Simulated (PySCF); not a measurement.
Cl$_{2}$Pb, charge -1, doublet, geometry from GFN2-xTB (such geometries of metal compounds can be far from the true shape) (a state made from the parent by changing its charge; the spin is typed, not shown lowest) (core potentials on Pb); HF/def2-SV(P) (PySCF).

Here is a job for PySCF.
```python
from pyscf import gto, scf

mol = gto.M(
    atom='''
Pb    0.00704312   -0.01025569    0.42593907
Cl    1.47900338    1.68337558   -1.01206530
Cl   -1.51297608   -1.63390696   -1.04246435
''',
    basis='def2-sv(p)',
    ecp={'Pb': 'def2-sv(p)'},
    charge=-1,
    spin=1,
    verbose=4,
)

mf = scf.UHF(mol)
mf.kernel()
mf.analyze()
```

Task: Predict the main parts of the log of this PySCF run.

Result: 
```
PySCF version 2.14.0

[INPUT] verbose = 4
[INPUT] num. atoms = 3
[INPUT] num. electrons = 57
[INPUT] charge = -1
[INPUT] spin (= nelec alpha-beta = 2S) = 1
[INPUT] symmetry False subgroup None
[INPUT] Mole.unit = angstrom
[INPUT] Symbol           X                Y                Z      unit          X                Y                Z       unit  Magmom
[INPUT]  1 Pb     0.007043120000  -0.010255690000   0.425939070000 AA    0.013309567862  -0.019380445318   0.804908188052 Bohr   0.0
[INPUT]  2 Cl     1.479003380000   1.683375580000  -1.012065300000 AA    2.794911325506   3.181118810981  -1.912526237176 Bohr   0.0
[INPUT]  3 Cl    -1.512976080000  -1.633906960000  -1.042464350000 AA   -2.859110424218  -3.087636667421  -1.969972116123 Bohr   0.0

nuclear repulsion = 182.753177755035
number of shells = 26
number of NR pGTOs = 133
number of NR cGTOs = 62
basis = def2-sv(p)
ecp = {'Pb': 'def2-sv(p)'}

******** <class 'pyscf.scf.uhf.UHF'> ********
method = UHF
initial guess = minao
damping factor = 0
level_shift factor = 0
DIIS = <class 'pyscf.scf.diis.CDIIS'>
diis_start_cycle = 1
diis_space = 8
diis_damp = 0
SCF conv_tol = 1e-09
SCF conv_tol_grad = None
SCF max_cycles = 50
direct_scf = True
direct_scf_tol = 1e-13
number electrons alpha = 29  beta = 28
Set gradient conv threshold to 3.16228e-05
init E= -1085.97091099871

cycle= 1 E= -1110.19689964394  delta_E= -24.2  |g|= 0.924  |ddm|= 9.07
cycle= 2 E= -1110.62862115167  delta_E= -0.432  |g|= 0.393  |ddm|= 2.64
cycle= 3 E= -1110.69239472054  delta_E= -0.0638  |g|= 0.0306  |ddm|= 0.573
cycle= 4 E= -1110.69343647162  delta_E= -0.00104  |g|= 0.0103  |ddm|= 0.066
cycle= 5 E= -1110.69355621345  delta_E= -0.00012  |g|= 0.00308  |ddm|= 0.0263
cycle= 6 E= -1110.69357496753  delta_E= -1.88e-05  |g|= 0.000891  |ddm|= 0.0121
cycle= 7 E= -1110.69357676803  delta_E= -1.8e-06  |g|= 0.000326  |ddm|= 0.00352
cycle= 8 E= -1110.69357702777  delta_E= -2.6e-07  |g|= 0.000148  |ddm|= 0.00104
cycle= 9 E= -1110.69357710418  delta_E= -7.64e-08  |g|= 7e-05  |ddm|= 0.00061
cycle= 10 E= -1110.69357712665  delta_E= -2.25e-08  |g|= 3.04e-05  |ddm|= 0.000398
cycle= 11 E= -1110.69357713162  delta_E= -4.97e-09  |g|= 1.08e-05  |ddm|= 0.000246
cycle= 12 E= -1110.69357713221  delta_E= -5.89e-10  |g|= 3.69e-06  |ddm|= 9.59e-05
Extra cycle  E= -1110.69357713224  delta_E= -3.3e-11  |g|= 2.33e-06  |ddm|= 1.2e-05
converged SCF energy = -1110.69357713224  <S^2> = 0.75914753  2S+1 = 2.0091267
**** SCF Summaries ****
Total Energy =                       -1110.693577132239852
Nuclear Repulsion Energy =             182.753177755035125
One-electron Energy =                -1983.970928393951908
Two-electron Energy =                  690.524173506677130
Two-electron Coulomb Energy =          760.999392921539425
DFT Exchange-Correlation Energy =      -70.475219414862295
**** MO energy ****
                             alpha | beta                alpha | beta
MO #1   energy= -104.540679778277  | -104.5404653009    occ= 1 | 1
MO #2   energy= -104.540677930816  | -104.540463459057  occ= 1 | 1
MO #3   energy= -10.301440698844   | -10.3012174537275  occ= 1 | 1
MO #4   energy= -10.3014398212345  | -10.3012167940395  occ= 1 | 1
MO #5   energy= -7.77532471740196  | -7.77585008129975  occ= 1 | 1
MO #6   energy= -7.77532151510295  | -7.775846944797    occ= 1 | 1
MO #7   energy= -7.77497779689937  | -7.77431409064768  occ= 1 | 1
MO #8   energy= -7.77497541701159  | -7.77431095881976  occ= 1 | 1
MO #9   energy= -7.7743388001036   | -7.77339957329083  occ= 1 | 1
MO #10  energy= -7.7743356963801   | -7.77339717644695  occ= 1 | 1
MO #11  energy= -6.01019892507864  | -6.00732908425877  occ= 1 | 1
MO #12  energy= -3.69357799411005  | -3.69460236929006  occ= 1 | 1
MO #13  energy= -3.69272314276112  | -3.69346681710712  occ= 1 | 1
MO #14  energy= -3.69188642991388  | -3.68408631393983  occ= 1 | 1
MO #15  energy= -0.922431815456876 | -0.922067373186008 occ= 1 | 1
MO #16  energy= -0.917124434411838 | -0.916275579523852 occ= 1 | 1
MO #17  energy= -0.912722614253939 | -0.906229696962623 occ= 1 | 1
MO #18  energy= -0.911709410077307 | -0.905897336725774 occ= 1 | 1
MO #19  energy= -0.910477188430058 | -0.904781792850907 occ= 1 | 1
MO #20  energy= -0.822299863830457 | -0.819173830296744 occ= 1 | 1
MO #21  energy= -0.814657270834678 | -0.81328851312133  occ= 1 | 1
MO #22  energy= -0.450041941313295 | -0.402918527598231 occ= 1 | 1
MO #23  energy= -0.260849603975856 | -0.260516971014622 occ= 1 | 1
MO #24  energy= -0.246260163339186 | -0.238048347995879 occ= 1 | 1
MO #25  energy= -0.238710328240374 | -0.23283095643811  occ= 1 | 1
MO #26  energy= -0.235404734116471 | -0.22701751215838  occ= 1 | 1
MO #27  energy= -0.226158354985809 | -0.226402302580108 occ= 1 | 1
MO #28  energy= -0.192299361239246 | -0.181902401249589 occ= 1 | 1
MO #29  energy= -0.0722223545600045 | 0.213795007448872  occ= 1 | 0
MO #30  energy= 0.215421542143203  | 0.231168357311086  occ= 0 | 0
MO #31  energy= 0.254772909093088  | 0.268969162485728  occ= 0 | 0
MO #32  energy= 0.473758556872806  | 0.499997388804381  occ= 0 | 0
MO #33  energy= 0.496735848150616  | 0.523051841295202  occ= 0 | 0
MO #34  energy= 0.516847951687162  | 0.525688360313325  occ= 0 | 0
MO #35  energy= 0.517592665033498  | 0.54935929152012   occ= 0 | 0
MO #36  energy= 0.621371489802712  | 0.65958042865719   occ= 0 | 0
MO #37  energy= 0.630029463465413  | 0.66715437821773   occ= 0 | 0

spin_pop of  0 Pb 5s       -0.00006
spin_pop of  0 Pb 6s        0.00630
spin_pop of  0 Pb 7s       -0.00139
spin_pop of  0 Pb 8s        0.00321
spin_pop of  0 Pb 5px       0.00025
spin_pop of  0 Pb 5py       0.00018
spin_pop of  0 Pb 5pz      -0.00003
spin_pop of  0 Pb 6px       0.02537
spin_pop of  0 Pb 6py       0.02075
spin_pop of  0 Pb 6pz      -0.00015
spin_pop of  0 Pb 7px       0.01477
spin_pop of  0 Pb 7py       0.01247
spin_pop of  0 Pb 7pz       0.00039
spin_pop of  0 Pb 8px       0.50426
spin_pop of  0 Pb 8py       0.40566
spin_pop of  0 Pb 8pz       0.00005
spin_pop of  0 Pb 5dxy     -0.00459
spin_pop of  0 Pb 5dyz     -0.00558
spin_pop of  0 Pb 5dz^2    -0.00958
spin_pop of  0 Pb 5dxz     -0.00732
spin_pop of  0 Pb 5dx2-y2   -0.00464
spin_pop of  0 Pb 6dxy      0.00385
spin_pop of  0 Pb 6dyz      0.00440
spin_pop of  0 Pb 6dz^2     0.00896
spin_pop of  0 Pb 6dxz      0.00897
spin_pop of  0 Pb 6dx2-y2    0.00671
spin_pop of  1 Cl 1s        0.00000
spin_pop of  1 Cl 2s       -0.00000
spin_pop of  1 Cl 3s       -0.00010
spin_pop of  1 Cl 4s        0.00053
spin_pop of  1 Cl 2px      -0.00000
spin_pop of  1 Cl 2py      -0.00000
spin_pop of  1 Cl 2pz      -0.00000
spin_pop of  1 Cl 3px       0.00187
spin_pop of  1 Cl 3py       0.00008
spin_pop of  1 Cl 3pz      -0.00253
spin_pop of  1 Cl 4px       0.00122
spin_pop of  1 Cl 4py       0.00101
spin_pop of  1 Cl 4pz       0.00015
spin_pop of  1 Cl 3dxy      0.00012
spin_pop of  1 Cl 3dyz      0.00015
spin_pop of  1 Cl 3dz^2     0.00000
spin_pop of  1 Cl 3dxz      0.00020
spin_pop of  1 Cl 3dx2-y2    0.00067
spin_pop of  2 Cl 1s        0.00000
spin_pop of  2 Cl 2s       -0.00000
spin_pop of  2 Cl 3s       -0.00011
spin_pop of  2 Cl 4s        0.00057
spin_pop of  2 Cl 2px      -0.00000
spin_pop of  2 Cl 2py      -0.00000
spin_pop of  2 Cl 2pz      -0.00000
spin_pop of  2 Cl 3px       0.00174
spin_pop of  2 Cl 3py       0.00029
spin_pop of  2 Cl 3pz      -0.00261
spin_pop of  2 Cl 4px       0.00124
spin_pop of  2 Cl 4py       0.00102
spin_pop of  2 Cl 4pz       0.00016
spin_pop of  2 Cl 3dxy      0.00011
spin_pop of  2 Cl 3dyz      0.00017
spin_pop of  2 Cl 3dz^2     0.00000
spin_pop of  2 Cl 3dxz      0.00019
spin_pop of  2 Cl 3dx2-y2    0.00066
In total            29.00000 | 28.00000

WARN: System has nonzero charge -1; the dipole moment is origin-dependent.
Location of origin: [0. 0. 0.]

Dipole moment(X, Y, Z, Debye):  0.08334, -0.12135,  5.03979
```
